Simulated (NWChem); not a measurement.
B$_{3}$H$_{3}$O$_{3}$ cation, doublet; SMILES of the neutral closed-shell parent B1OBOBO1

```xyz
9

B      1.3658     0.0265     0.0000
O      0.5614     1.1264     0.0000
B     -0.8199     1.2501     0.0000
O     -1.2674    -0.0628     0.0000
B     -0.5888    -1.2442     0.0000
O      0.7778    -1.2074     0.0000
H      2.5749     0.1723     0.0000
H     -1.4661     2.2450     0.0000
H     -1.2125    -2.2904     0.0000
```
Atoms are numbered in this order, from 1.

All runs: NWChem. Pople sets run with spherical d functions. Spin-unrestricted. In the optimisation the excess spin sits in a' (Cs, its own frame). The geometry was optimised at PBE0/def2-SVP, spin-unrestricted. No frequency run checked for a minimum. This spin state was assumed; another may lie lower. No stability test was run on the SCF state. Atomic charges in e: unrestrained fits to the electrostatic potential beside Mulliken populations; buried atoms are poorly determined by the fit.

For level UHF/6-31G*:

| Property | Value |
|---|---|
| Mulliken B1 | 0.60 |
| Mulliken O2 | -0.36 |
| Mulliken B3 | 0.68 |
| Mulliken O4 | -0.35 |
| Mulliken B5 | 0.60 |

### Question
How do the values read with level B3LYP/def2-SVP instead?

### Answer
| Item | Value |
|---|---|
| Mulliken B1 | 0.18 |
| Mulliken O2 | 0.04 |
| Mulliken B3 | 0.24 |
| Mulliken O4 | 0.04 |
| Mulliken B5 | 0.18 |
